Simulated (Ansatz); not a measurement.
Basis-set extrapolation for CH$_{7}$BN$_{2}$OSi (PBE0-D4/def2-TZVP geometry, frozen core, the Gaussian-basis code of Ansatz). Multiplicity 1, RHF reference.

```json
{"": "HF", "def2-TZVPP": "-539.482644", "def2-QZVPP": "-539.503585"}
{"": "MP2 correlation", "def2-TZVPP": "-1.035095", "def2-QZVPP": "-1.109665"}
{"": "CCSD(T) correlation", "def2-TZVPP": "-1.120783", "def2-QZVPP": "not run"}
```

Energies in hartree. Use E(X) = E(∞) + A·exp(−7.88·√X) for Hartree–Fock and E(X) = E(∞) + B·X^(−2.97) for correlation, with X = 3 and 4, and add CCSD(T) minus MP2 of the smaller set to the MP2 limit.

Problem. What is the CCSD(T) energy at the basis-set limit?

Solution. HF limit: -539.503585 + (-0.020941) × 0.13774 = -539.50647. MP2 limit: -1.109665 + (-0.074570) × 0.74074 = -1.16490. Higher-order term: -1.120783 − (-1.035095) = -0.08569. Total: -540.75706 hartree, 4.18 eV below CCSD(T)/def2-TZVPP.
